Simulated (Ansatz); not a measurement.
`F[SiH2]N[Si](F)(Cl)Cl` + H–F → `F[Si](F)(Cl)Cl` + `N[SiH2]F` at 298.15 K and 1 bar (ligand exchange at the Si–N bond).

Calculated with Ansatz (gas phase, PBE0-D4/def2-TZVP geometries, no zero-point term in ΔE). CBS: MP2 limit from def2 TZ/QZ plus the TZ coupled-cluster correction, frozen cores. This one scheme is used for every species. One conformer a species, not always the lowest.

```
                species  CCSD(T)/CBS energy (Eh)  H − E (kJ/mol)  S (J/(mol·K))
`F[SiH2]N[Si](F)(Cl)Cl`              -1754.12128           144.0          425.1
                    H–F               -100.39570            33.5          173.6
       `F[Si](F)(Cl)Cl`              -1408.46553            43.6          322.9
             `N[SiH2]F`               -446.07709           135.8          281.7
```

H − E and S are ideal-gas, rigid-rotor, harmonic terms from PBE0-D4/def2-TZVP, for one conformer and one mirror image of each species. 1 Eh = 2625.50 kJ/mol, R = 8.31446 J/(mol·K).

Problem. By hand: ΔE, ΔH, ΔS and ΔG.

Solution. ΔE = (-1408.46553) + (-446.07709) − (-1754.12128) − (-100.39570) = -0.02564 Eh = -67.3 kJ/mol. Δ(H − E) = 43.6 + 135.8 − 144.0 − 33.5 = 1.9, so ΔH = -65.4 kJ/mol. ΔS = 322.9 + 281.7 − 425.1 − 173.6 = 5.9 J/(mol·K). ΔG = -65.4 − 298.15 × (5.9)/1000 = -67.2 kJ/mol.

Problem. By hand: the equilibrium constant, and the temperature at which ΔG would vanish if ΔH and ΔS stayed fixed.

Solution. log₁₀ K = −ΔG/(RT ln 10) = 11.8. ΔH and −TΔS have one sign here, so there is no such temperature. One of them is within its doubt of zero, so this could turn.

The number of gas molecules stays the same, so ΔS is small and ΔH decides. A doubt of 5 kJ/mol in ΔE shifts log₁₀ K by 0.9 here. Other conformers and mirror images would add mixing entropy, several J/(mol·K) or more a flexible species. Modes under 60 cm⁻¹, often nearly free rotors, make the harmonic entropy too high. These are equilibria of isolated gas molecules and say nothing of rates. Largest T1 diagnostic: 0.011 (customary marks: 0.02 for closed shells, 0.045 for open ones).
